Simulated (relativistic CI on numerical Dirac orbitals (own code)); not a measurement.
## One change at a time: Cd²⁵⁺

Base calculation: Dirac-Coulomb-Breit CI, KLI orbitals optimised for each configuration, model QED (radiative potential, 1s self-energy scaled to tabulated hydrogen-like ionisation energies), unscaled Slater integrals.

CI space (outside the closed core [Ne]): 3s2 3p6 3d5, 3s2 3p5 3d6, 3s2 3p4 3d7, 3s 3p6 3d6, 3p6 3d7, 3s 3p5 3d7, 3s2 3p6 3d4 4s, 3s2 3p6 3d4 4p, 3s2 3p6 3d4 4d, 3s2 3p4 3d6 4s, 3s2 3p6 3d4 4f, 3s2 3p5 3d5 4s, 3s2 3p4 3d6 4p, 3s2 3p5 3d5 4p, 3s 3p5 3d6 4s, 3s2 3p6 3d3 4s2, 3s 3p5 3d6 4p, 3s2 3p6 3d3 4s 4p, 3s 3p6 3d5 4s, 3s2 3p6 3d4 5p. Levels of other configurations are missing.

Variants: (1) valence Slater integrals scaled by 0.9; (2) configuration mixing switched off; (3) only the first 3 configurations. Shifts of the energy above 3s2 3p6 3d5 6S_5/2, in cm⁻¹, for the lowest level and the first level of each name with at least 55 % of one term (blank where a level changes its place among those of its configuration and J or its character, or is not in the variant):

```csv
Level,Base,Δ(1),Δ(2),Δ(3)
3s2 3p6 3d5 6S_5/2,0,0,0,0
3s2 3p6 3d5 4G_7/2,124407,-12161,+371,+215
3s2 3p6 3d5 4G_11/2,130117,-12302,-2305,-581
3s2 3p6 3d5 4G_9/2,138123,-11876,-1734,-327
3s2 3p6 3d5 4P_1/2,143160,-11567,+7420,+1704
3s2 3p6 3d5 4D_7/2,167671,-12663,+2023,+1065
3s2 3p6 3d5 4D_1/2,191192,-12042,+4666,+1711
3s2 3p6 3d5 2I_11/2,193305,-15504,-5739,-1523
3s2 3p6 3d5 2I_13/2,212116,-16393,-7718,-1918
3s2 3p6 3d5 2S_1/2,290771,-22522,+10562,+4022
3s2 3p6 3d5 2H_11/2,292094,-17740,-1289,-1111
3s2 3p6 3d5 2P_3/2,412404,-35410,+14222,+3147
3s2 3p6 3d5 2P_1/2,438315,-33907,+13601,+3605
3s2 3p5 3d6 6F°_11/2,1412332,+7413,-11734,+9
3s2 3p5 3d6 6D°_9/2,1456855,+4582,-9378,+2365
3s2 3p5 3d6 4P°_5/2,1461029,+2688,-2399,+9344
3s2 3p5 3d6 6F°_9/2,1471760,+4773,-8143,+3599
3s2 3p5 3d6 4H°_13/2,1527907,-1222,-11348,+395
3s2 3p5 3d6 4I°_15/2,1570901,-5596,-13824,-2082
```

At this charge energies of transitions that change n are usually good to better than 1 %, and those within a shell (Δn = 0) to a few per cent. Terms inside the open d or f shell come out 10 to 20 % too wide with unscaled integrals.

Ionisation energy from the two ground configurations alone: base 1320.68 eV; valence Slater integrals scaled by 0.9 1319.42 eV. The NIST ASD value (theoretical) is 1320 eV.

LS names give the leading component of a level, which can be under half, so a name can repeat, a term be missing and a line seem to break the LS rules.
